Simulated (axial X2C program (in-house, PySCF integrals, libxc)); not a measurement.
Ionising PbH

Calculated with an in-house relativistic program for diatomic molecules, spin-free (one-electron X2C) or two-component (2c: spin–orbit coupling with atomic mean-field Coulomb and Gaunt terms, which also bring small scalar terms), in Dyall basis sets with cores contracted in-house; open shells are unrestricted.

Basis sets: H dyall-v3z, Pb dyall-cv3z. Frozen shells (counts by l): PbH Pb 5s4p2d1f, H none, 15 electrons correlated; PbH⁺ Pb 5s4p2d1f, H none, 14 electrons correlated. Coupled cluster in natural virtuals with an MP2 remainder. Where the outer core of a metal is frozen, bonds come out longer and ionisation energies lower.

```
Hamiltonian    level         PbH state  Re (Å)  ωe (cm⁻¹)  De (eV)
  spin-free       HF  M_S = 1/2, Λ = 1   1.836     1664.9     1.45
  spin-free     PBE0  M_S = 1/2, Λ = 1   1.844     1611.4     2.41
  spin-free      MP2  M_S = 1/2, Λ = 1   1.823     1666.8     2.25
  spin-free     CCSD  M_S = 1/2, Λ = 1   1.838     1614.3     2.47
  spin-free  CCSD(T)  M_S = 1/2, Λ = 1   1.842     1597.9     2.50
         2c     PBE0           Ω = 1/2   1.847     1556.5     1.77
```

Adiabatic ionisation energy (minimum to minimum, no zero-point term) and constants of PbH⁺:

```csv
Hamiltonian,level,PbH⁺ state,IE (eV),Re (Å),ωe (cm⁻¹),De (eV),fragments
spin-free,HF,"M_S = 0, Λ = 0",6.40,1.808,1830.4,1.62,Pb+ + H
spin-free,PBE0,"M_S = 0, Λ = 0",6.90,1.824,1739.4,2.53,Pb+ + H
spin-free,MP2,"M_S = 0, Λ = 0",6.84,1.804,1794.5,2.37,Pb+ + H
spin-free,CCSD,"M_S = 0, Λ = 0",6.82,1.817,1739.1,2.59,Pb+ + H
spin-free,CCSD(T),"M_S = 0, Λ = 0",6.83,1.821,1718.6,2.61,Pb+ + H
2c,PBE0,Ω = 0,7.26,1.811,1707.1,1.74,Pb+ + H
```

(1) Add the zero-point terms to the ionisation energy at PBE0, 2c, and say whether the electron removed was bonding.

(2) Close the cycle De(PbH⁺) + IE(PbH) = De(PbH) + IE(Pb) to find the atomic ionisation energy at PBE0, 2c.

Each entry is the lowest single determinant of a limited PBE0 search at one distance. De goes to single-determinant-based atoms at the same level (for ions the charge split of lowest energy) and is withheld (n/a) where an atom does not fit its ground term or J level. Main or longest-lived isotopes. The functionals have no current term, which raises determinants with orbital currents.

## Answers

(1) IE0 = IE + (ωe⁺ − ωe)/2 = 7.26 + (0.009) = 7.27 eV. Re changes by -0.036 Å, so the bond shortens, as on loss of an antibonding or a polarising non-bonding electron.

(2) IE(Pb) = 1.74 + 7.26 − 1.77 = 7.23 eV, for the determinants used.
